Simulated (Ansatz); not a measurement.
```xyz
10

C    -2.0845    0.2866   -0.1569
O    -0.9730   -0.5703   -0.2961
In    0.8544    0.0496    0.0547
N     2.6038   -0.9034   -0.1288
F     0.8832    1.9720    0.4160
H    -1.8252    1.3505   -0.1996
H    -2.5977    0.1032    0.7949
H    -2.7909    0.0774   -0.9676
H     2.5761   -1.8909    0.0862
H     3.3537   -0.4746    0.3972
```

Charge 0, multiplicity 1. In takes the def2 core potential.

(1) List the B3LYP/def2-TZVPP orbital energies in eV (Ansatz). (Estimate.)

Results:

(1) Computed: Occupied: -669.67, -520.25, -389.80, -277.80, -127.55, -84.28, -84.02, -83.95, -29.90, -26.88, -23.56, -21.32, -21.28, -21.25, -21.09, -20.80, -17.85, -13.48, -12.92, -11.93, -11.82, -11.25, -10.28, -9.89, -9.66, -8.04, -7.85, -7.45. Lowest empty: -2.11, -0.83, 0.24, 0.54, 1.58, 2.07, 2.42, 3.11.

B3LYP here is the variant with VWN-RPA as its local correlation; programs differ in this.
